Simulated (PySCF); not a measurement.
```xyz
3
charge 1 multiplicity 4, angstrom
Ru    0.0000    0.0000   -0.7782
S     1.0061    0.0000    1.2402
S    -1.0061    0.0000    1.2402
```

Level of theory: PySCF, UPBE0, basis Ru def2-SVP with ECP28, S def2-SVP (scalar-relativistic core potentials, no spin–orbit coupling, density fitting).

This geometry of RuS₂⁺ is a stationary point at this level.

**Question.** What is the point group?

**Answer.** C2v.

**Question.** Is it a minimum?

**Answer.** Yes: all harmonic wavenumbers are real.

**Question.** List the harmonic modes with their infrared intensities.

**Answer.** 
| symmetry | ω (cm⁻¹) | IR (km/mol) |
| --- | --- | --- |
| b2 | 310 | 0.5 |
| a1 | 327 | 0.8 |
| a1 | 612 | 1.8 |

**Question.** What are the dipole moment and the gap between the highest occupied and lowest empty levels of either spin?

**Answer.** 1.82 D about the centre of mass and 3.19 eV.

In C2v the vibrations span b2 + 2a1. Here b1 is antisymmetric to the molecular plane and b2 lies in it.

Only a few start shapes were tried, so a lower isomer may exist. Other spin states or occupations of the open shell can lie lower.
